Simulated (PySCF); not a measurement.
## Electron correlation in Se (selenium, neutral)

[Ar] 3d10 4s1 4p4 5s1, high-spin 5P determinant (an excited configuration). Computed with PySCF 2.14 in aug-cc-pwCVTZ-PP with ECP10MDF (8s7p6d4f1g, 96 functions), with a scalar-relativistic core potential. Frozen: 3s2 3p6 3d10; 6 electrons correlated.

```csv
level,correlation energy (mhartree)
CCSD,-125.13
(T),-19.47
CCSD(T),-144.60
```

Diagnostics: T1 = 0.030, D1 = 0.0901, largest double amplitude 0.443.

The outer electron is Rydberg-like, and this basis confines it to a smaller radius and binds it less than a complete one would. T1 exceeds 0.03, a sign that the reference determinant is poor. A double-excitation amplitude exceeds 0.15, a sign of near-degeneracy.

Cost of the coupled-cluster step: about 50 core-seconds, for 6 correlated electrons.

Iterations:

```
CC2 = 0
CCSD nocc = (np.int64(5), np.int64(1)), nmo = (87, 87)
frozen orbitals [[0, 1, 2, 3, 4, 5, 6, 7, 8], [0, 1, 2, 3, 4, 5, 6, 7, 8]]
max_cycle = 100
direct = 0
conv_tol = 1e-08
conv_tol_normt = 1e-06
diis_space = 8
diis_start_cycle = 0
Init t2, MP2 energy = -0.0948569512487254
Init E_corr(UCCSD) = -0.0948569512539056
cycle = 1  E_corr(UCCSD) = -0.119519689825649  dE = -0.0246627386  norm(t1,t2) = 0.499947
cycle = 2  E_corr(UCCSD) = -0.151949756458555  dE = -0.0324300666  norm(t1,t2) = 1.4403
cycle = 3  E_corr(UCCSD) = -0.108481272225345  dE = 0.0434684842  norm(t1,t2) = 3.77619
cycle = 4  E_corr(UCCSD) = -0.116551330671906  dE = -0.00807005845  norm(t1,t2) = 0.386279
cycle = 5  E_corr(UCCSD) = -0.123416512595562  dE = -0.00686518192  norm(t1,t2) = 0.188476
cycle = 6  E_corr(UCCSD) = -0.12290063619724  dE = 0.000515876398  norm(t1,t2) = 0.149012
cycle = 7  E_corr(UCCSD) = -0.123773696054889  dE = -0.000873059858  norm(t1,t2) = 0.0640621
cycle = 8  E_corr(UCCSD) = -0.123950374480628  dE = -0.000176678426  norm(t1,t2) = 0.0699724
cycle = 9  E_corr(UCCSD) = -0.124894612752184  dE = -0.000944238272  norm(t1,t2) = 0.0157375
cycle = 10  E_corr(UCCSD) = -0.124952557576698  dE = -5.79448245e-05  norm(t1,t2) = 0.023782
cycle = 11  E_corr(UCCSD) = -0.12513857188403  dE = -0.000186014307  norm(t1,t2) = 0.00528365
cycle = 12  E_corr(UCCSD) = -0.125121940114789  dE = 1.66317692e-05  norm(t1,t2) = 0.000564856
cycle = 13  E_corr(UCCSD) = -0.125130813189952  dE = -8.87307516e-06  norm(t1,t2) = 0.00034841
cycle = 14  E_corr(UCCSD) = -0.125123387260048  dE = 7.4259299e-06  norm(t1,t2) = 0.00015709
cycle = 15  E_corr(UCCSD) = -0.12512583654173  dE = -2.44928168e-06  norm(t1,t2) = 6.96272e-05
cycle = 16  E_corr(UCCSD) = -0.125126463556092  dE = -6.27014363e-07  norm(t1,t2) = 2.50116e-05
cycle = 17  E_corr(UCCSD) = -0.125126543642511  dE = -8.00864191e-08  norm(t1,t2) = 8.38358e-06
cycle = 18  E_corr(UCCSD) = -0.125126195807215  dE = 3.47835297e-07  norm(t1,t2) = 3.26962e-06
cycle = 19  E_corr(UCCSD) = -0.125126181692823  dE = 1.41143916e-08  norm(t1,t2) = 1.60436e-06
cycle = 20  E_corr(UCCSD) = -0.125126164112462  dE = 1.75803611e-08  norm(t1,t2) = 7.18661e-07
cycle = 21  E_corr(UCCSD) = -0.125126173699204  dE = -9.58674221e-09  norm(t1,t2) = 3.56975e-07
UCCSD converged
E(UCCSD) = -371.3962605067686  E_corr = -0.1251261736992044
UCCSD(T) correction = -0.0194700555024685
```
